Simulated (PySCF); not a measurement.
# `C1[C@H]([C@@H](C)N)[C@H]1S`, C₅H₁₁NS

Geometry (Å), atoms numbered from 1 in this order:
```xyz
18

C    -2.083    0.293   -0.101
C    -0.761   -0.480   -0.215
N    -0.526   -1.051   -1.534
C     0.401    0.427    0.134
C     0.841    0.598    1.556
C     1.691   -0.178    0.600
S     3.249    0.547    0.062
H    -2.925   -0.360   -0.326
H    -2.093    1.127   -0.801
H    -2.205    0.684    0.905
H    -0.779   -1.319    0.492
H    -1.283   -1.678   -1.785
H    -0.494   -0.314   -2.231
H     0.481    1.298   -0.506
H     1.191    1.571    1.868
H     0.324    0.049    2.329
H     1.751   -1.251    0.709
H     3.211    0.039   -1.168
```

The calculation used TDDFT wB97X-D/aug-cc-pVDZ circular dichroism and optical rotation, one conformer, gas phase in PySCF. Geometry: GFN2-xTB.

The molecule is flexible and this is one conformer; a measurement averages over conformers.

Problem. Draw the ECD and absorption spectra from the lowest 12 states, each a Gaussian of half-width 0.35 eV at 1/e height.

Solution. 
| E (eV) | λ (nm) | Δε (L mol⁻¹ cm⁻¹) | ε (L mol⁻¹ cm⁻¹) |
| --- | --- | --- | --- |
| 5.11 | 243 | +0.13 | 52.1 |
| 5.26 | 236 | +0.37 | 165 |
| 5.41 | 229 | +0.75 | 408 |
| 5.56 | 223 | +1.12 | 848 |
| 5.71 | 217 | +1.41 | 1530 |
| 5.86 | 212 | +1.79 | 2320 |
| 6.01 | 206 | +2.36 | 2790 |
| 6.16 | 201 | +2.81 | 2610 |
| 6.31 | 197 | +2.87 | 2030 |
| 6.46 | 192 | +2.32 | 1580 |
| 6.61 | 188 | +0.93 | 1470 |
| 6.76 | 183 | -0.56 | 1470 |
| 6.91 | 179 | -0.29 | 1440 |
| 7.06 | 176 | +2.00 | 1460 |
| 7.21 | 172 | +3.62 | 1550 |
| 7.36 | 169 | +1.89 | 1550 |
| 7.51 | 165 | -2.38 | 1310 |

Δε uses R in velocity form, ε uses f in length form. Only the states computed contribute, so the short-wavelength end is incomplete.
